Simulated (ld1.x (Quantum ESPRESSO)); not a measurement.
What one change does to a pseudopotential (boron (B), PAW)

- Element: boron (B)
- Generator: ld1.x (Quantum ESPRESSO) 7.5
- Type: PAW
- Functional: LDA (PZ)
- Relativity: scalar-relativistic
- Frozen core: [He]
- Valence charge: 3
- Reference configuration: 2s2 2p0.5 (charge +0.5)
- Partial waves: 2s (bound): rcut 1.30, rcutus 1.45 bohr; 2s channel at -0.5 Ry: rcut 1.30, rcutus 1.45 bohr; 2p (bound): rcut 2.40, rcutus 2.90 bohr; 2p channel at 0.25 Ry: rcut 2.40, rcutus 2.90 bohr; 3d channel at 0.3 Ry: rc 2.70 bohr
- Local potential: the d channel
- Core correction: Bessel-smoothed model core inside 1.05 bohr
- Augmentation charge: PSQ, inside the norm-conserving radii

Change: all radii but the core radius scaled by about 1.32 (s 1.92, p 3.82, d 3.56 bohr, rcut 1.72/3.16/3.56).

Cutoffs: the cutoffs (Ry, on a coarse ladder) from which the occupation-weighted sum of valence levels, in a spherical-Bessel basis at the reference potential, stays within 10 and 1 mRy of its value at 400 Ry; they do not see the model core or the augmentation charge, which bear on the density cutoff. Errors are all-electron minus pseudo energies relative to the spin-unpolarised reference configuration.

Problem. What does the change do?

Solution. The potential gets softer (6 Ry and 15 Ry → 6 Ry and 10 Ry); of the 9 tests that both files solve, the error grows in 8 and shrinks in 0 by more than 15 % and 0.3 meV (median size 0.6 → 1.1 meV); neither file shows a bound ghost. A larger radius leaves more room for a smooth pseudo-wave, so fewer plane waves are needed. More of the atom is replaced by a form fitted at one configuration, so other configurations suffer.

| quantity | base | changed |
| --- | --- | --- |
| cutoff, loose | 6 Ry | 6 Ry |
| cutoff, tight | 15 Ry | 10 Ry |
| bound ghosts | none | none |
| error for 2s2 2p1, meV [ΔE -2.94 eV] | -0.4 | -0.9 |
| error for 2s2 2p0, meV [ΔE 5.38 eV] | -1.2 | -2.2 |
| error for 2s1 2p0, meV [ΔE 30.69 eV] | -11 | -18 |
| error for 2s1 2p2, meV [ΔE 2.74 eV] | +0.4 | -0.9 |
| error for 2s1 2p1, meV [ΔE 11.34 eV] | -1.6 | -3.5 |
| error for 2s2 2p1.3, meV [ΔE -3.72 eV] | -0.3 | -1.1 |
| error for 2s0 2p3, meV [ΔE 8.46 eV] | -1.7 | -2.0 |
| error for 2s2 2p0.5 (spin-polarised), meV [ΔE -0.07 eV] | -0.1 | -0.1 |
| error for 2s2 2p1 (spin-polarised), meV [ΔE -3.18 eV] | -0.6 | -1.1 |
| lowest overlap eigenvalue by channel | s 0.40, p 0.34 | s 0.45, p 0.78 |
